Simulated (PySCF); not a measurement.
# MgAs⁻: energy against distance

Set-up: Mg aug-cc-pVDZ, As aug-cc-pVDZ-PP with ECP10; scalar-relativistic core potentials (PySCF 2.14). Energies in eV from Mg + As⁻ in their ground configurations at the same level. State: ³Π (triplet), unpaired electrons σ ↑, π ↑.

```
R (Å)    MN15
2.166  -0.565
2.267  -0.889
2.368  -1.074
2.443  -1.146
2.519  -1.177
2.595  -1.179
2.695  -1.150
2.821  -1.085
2.972  -0.991
3.174  -0.862
```

Problem. Put a parabola through the three lowest points of the MN15 curve and estimate Re, k and ωe (reduced mass 18.17 u; 1 eV/Å² = 0.16022 mdyn/Å; ωe = 1302.8·√(k/μ) cm⁻¹).

Solution. Through R = 2.519, 2.595, 2.695 Å the second-order coefficient is 1.80 eV/Å², so Re ≈ 2.564 Å, k ≈ 0.576 mdyn/Å and ωe ≈ 232 cm⁻¹. A polynomial fit of higher order to the unrounded MN15 energies gives Re = 2.561 Å, k = 0.681 mdyn/Å, ωe = 252 cm⁻¹; anharmonicity and rounding make the difference.

The higher-order fit for each curve: MN15: Re = 2.561 Å, ωe = 252 cm⁻¹, De = 1.18 eV.

Spin–orbit coupling is left out. For an ion De counts to the pair picked by the measured ionisation energies or electron affinities, which need not be the lowest pair at this level. The state is the lowest determinant that a PBE0 search found; another state may lie lower at other levels.
